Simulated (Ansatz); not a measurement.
A geometry relaxed with PBE-D3(BJ)/def2-SVP in Ansatz (an electronic-structure program), charge 0, multiplicity 1:

```xyz
16

H      1.2251    -2.5342     0.1022
H      3.3522    -0.8919     0.1163
C     -1.1951     1.4360    -0.0717
O      2.2107     1.7174    -1.2716
C     -2.2864     0.6321    -0.0800
S      1.8094     1.1226     0.0195
O      2.1400     1.7868     1.2967
C      0.0495     0.6766    -0.0169
H     -3.3522     0.8919    -0.1164
H     -1.2251     2.5342    -0.1022
O     -2.2107    -1.7174     1.2716
C     -0.0495    -0.6766     0.0169
O     -2.1400    -1.7868    -1.2967
C      2.2864    -0.6321     0.0800
C      1.1951    -1.4360     0.0717
S     -1.8094    -1.1226    -0.0195
```

Question: Write the SMILES of this molecule.

Answer: `O=S1(=O)C=CC2=C1C=CS2(=O)=O`
